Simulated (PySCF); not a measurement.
Geometry:
```tsv
atom	x (Å)	y (Å)	z (Å)
C1	3.279	0.417	0.924
C2	2.058	0.173	0.209
C3	1.038	-0.051	-0.390
P4	-0.460	-0.303	-1.266
O5	-0.943	0.693	-2.213
O6	-0.320	-1.767	-1.869
C7	-1.707	-0.588	0.126
F8	-1.214	-1.328	1.140
F9	-2.766	-1.263	-0.374
C10	-2.156	0.774	0.654
F11	-2.737	0.717	1.852
F12	-1.080	1.566	0.774
F13	-3.002	1.359	-0.180
H14	3.235	1.398	1.395
H15	3.414	-0.344	1.691
H16	4.122	0.388	0.235
H17	-0.766	-1.831	-2.719
```

Calculated, not measured (PySCF 2.14.0 with density-fitted response routines): geometry: GFN2-xTB, PBE0/pcSseg-1 with gauge-including orbitals. A single conformation, one averaged value for each set of equivalent atoms, relativity neglected, gas phase.

Question: List the cross peaks expected in HSQC, COSY and HMBC spectra.

Answer: 

HSQC (one-bond C–H):
```tsv
δH	δC
2.24 (H14/H15/H16)	5.1 (C1)
```

HMBC (two and three bonds, from the bond graph):
```tsv
δH	δC
2.24 (H14/H15/H16)	111.7 (C2), 76.2 (C3)
```

No COSY cross peaks are expected.

Scale: TMS for 1H, 13C (reference shieldings calculated alike).

OH and NH positions are those of a molecule without intermolecular hydrogen bonds; in solution they move with solvent, concentration and temperature, and exchange usually removes their couplings. Shifts are as computed. Against solution values, carbons near 30 ppm lie about +3 ppm off and those near 130 ppm about +5 ppm. Of 1211 compounds with measured shifts, 218 miss one by over three times the rms of a fit or turn the order of signals round; such compounds aren't used in these exercises.
